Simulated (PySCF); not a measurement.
## Exercise with solution: chemical shift, span and skew from a shielding tensor

Si(H)3(Et) (C2H8Si), SMILES CC[SiH3]. Atoms are numbered in the order given.

```xyz
11

Si     0.1218     1.1501     0.0000
C     -0.6634    -0.5655     0.0000
C      0.3430    -1.7128     0.0000
H     -0.9291     2.2151     0.0000
H      0.9827     1.3328    -1.2113
H      0.9827     1.3328     1.2113
H     -1.3267    -0.6302     0.8800
H     -1.3267    -0.6302    -0.8800
H      0.9963    -1.6791    -0.8865
H      0.9963    -1.6791     0.8865
H     -0.1581    -2.6937     0.0000
```

The structure is a stationary point at PBE0-D3(BJ)/def2-SVP.

GIAO shieldings from B3LYP/pcSseg-1 run with PySCF, non-relativistic, no solvent. The symmetric part of the tensor of C3 has the principal values 159.5, 159.6, 181.4 ppm. The same nucleus in TMS has σ = 181.3 ppm at this level (PySCF, at its B3LYP-D3(BJ)/def2-TZVP geometry).

Task: Work out the isotropic shielding, the ¹³C shift against TMS, the span and the skew.

Result: 
σ(iso) = (σ11 + σ22 + σ33)/3 = 166.8 ppm. δ = σ(ref) − σ(iso) = 181.3 − (166.8) = 14.5 ppm.
Span Ω = σ33 − σ11 = 21.9 ppm. Skew κ = 3(σ(iso) − σ22)/Ω = 0.99, an axial tensor. Tumbling in solution averages the tensor to δ; in a static solid the shielding alone would spread this spin-1/2 line over Ω.
